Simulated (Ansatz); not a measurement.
System: ZrH, charge 0, multiplicity 4. The spin state was set by rule; other spins were not relaxed. SMILES: [ZrH]
Geometry from a B3LYP-D3(BJ)/def2-TZVP (Ansatz, a quantum-chemistry and plane-wave program) optimisation:
```
Zr
H 1 1.8680
```
Charge 0, spin multiplicity 4.

Quantity: vertical ionisation energy (to the triplet state of charge +1; each state is the SCF solution reached for its spin), in eV. Cores are frozen in the correlated levels unless marked. UHF or UKS for open shells. Spin-orbit coupling is left out. Frozen are the shells of the preceding noble gas and the d and f shells that filled before the atom's block. In def2 rows, elements after Kr have scalar-relativistic effective core potentials. Basis-set limits of correlation are two-point, X^-3; Hartree-Fock from the larger set.

| level | program | vertical ionisation energy (eV) |
|---|---|---|
| SVWN5/def2-TZVPD | Ansatz | 6.90 |
| r2SCAN/def2-TZVPD | Ansatz | 6.79 |
| wB97M-V/def2-TZVPD | Ansatz | 6.44 |
| wB97X-V/def2-TZVPD | Ansatz | 6.35 |
| CCSD/CBS(def2-TZVPPD,def2-QZVPPD) | Ansatz | 6.31 |
| CCSD(T)/def2-SVPD | Ansatz | 6.21 |
| CCSD(T)/CBS(def2-TZVPPD,def2-QZVPPD) | Ansatz | 6.33 |
